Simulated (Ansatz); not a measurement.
Frontier orbitals of CH4AlBrGe.

Z-matrix (Å, degrees):
```
C
Al 1 1.941
Ge 1 2.029 2 73.9
Br 1 2.030 2 79.7 3 107.1
H 1 1.085 2 150.0 3 -145.4
H 2 1.574 1 142.3 3 167.4
H 3 1.540 1 115.3 2 123.9
H 3 1.543 1 106.5 2 -113.9
```

The species carries charge 0 and has multiplicity 1. Correlated methods include outer-core shells of Br, Ge, which these sets cover unevenly. Scalar relativity is left out up to krypton. The bonds changed during the relaxation, so this is another structure than the one it started from. Geometry: relaxed with PBE0-D4/def2-TZVP. Basis def2-TZVPP, Ansatz 0.2.0.

| functional | HOMO (eV) | LUMO (eV) | gap (eV) |
| --- | --- | --- | --- |
| PBE | -5.56 | -2.21 | 3.35 |
| PBE0 | -6.58 | -1.31 | 5.27 |
| B3LYP | -6.40 | -1.52 | 4.88 |
| r2SCANh | -6.17 | -1.67 | 4.50 |
| BHLYP | -7.48 | -0.41 | 7.07 |
| ωB97X-V | -8.75 | 0.69 | 9.44 |
| ωB97M-V | -8.57 | 0.45 | 9.02 |

A quarter of exact exchange (PBE0) shifts PBE's HOMO by −1.02 eV and its LUMO by +0.89 eV; full exchange at long range (ωB97M-V) shifts them by −3.00 and +2.66 eV. The gap opens from 3.36 to 9.02 eV, since occupied levels lose self-interaction and empty ones feel all the electrons. A positive LUMO is unbound and depends on the basis.

B3LYP here is the variant with VWN-RPA as its local correlation; programs differ in this.
